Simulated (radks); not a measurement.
The numbers below are computed, except where a source is named.
Q: Species: Ir II. Configuration: [Xe] 4f14 5d7 6s1 (the NIST ground configuration). Code: a radial shooting solver on a logarithmic mesh with Libxc functionals. Model: Dirac Kohn-Sham, PBE, spin-unpolarised, spherical densities, point nucleus; open shells are shared between the two j in proportion to 2j + 1. Some entries of the table are withheld. Estimate them.

orbital,occ.,eigenvalue (hartree),<r> (bohr)
1s1/2,2,-2794.034,0.01743
2s1/2,2,-488.6419,0.07295
2p1/2,2,-468.0308,0.06017
2p3/2,4,-408.2096,0.06848
3s1/2,2,-114.5122,0.1899
3p1/2,2,-105.2926,0.1801
3p3/2,4,-92.19404,0.1954
3d3/2,4,-76.82826,(1)
3d5/2,6,-73.99825,(2)
4s1/2,2,-24.66811,0.4232
4p1/2,2,(3),0.4267
4p3/2,4,(4),0.4604
4d3/2,4,-11.31668,0.4719
4d5/2,6,-10.74177,0.4832
5s1/2,2,-3.89755,(5)
5p1/2,2,-2.67838,1.065
4f5/2,6,-2.64753,0.5315
4f7/2,8,-2.53291,0.5392
5p3/2,4,-2.17978,1.165
5d3/2,2.8,-0.59142,1.633
5d5/2,4.2,-0.54490,1.699
6s1/2,1,-0.49866,(6)
6p1/2,0,-0.29220,3.408
6p3/2,0,-0.25536,3.747

A: 
(1) 3d3/2 <r> (bohr): 0.1705
(2) 3d5/2 <r> (bohr): 0.1752
(3) 4p1/2 eigenvalue (hartree): -20.78002
(4) 4p3/2 eigenvalue (hartree): -17.68226
(5) 5s1/2 <r> (bohr): 0.9789
(6) 6s1/2 <r> (bohr): 2.705
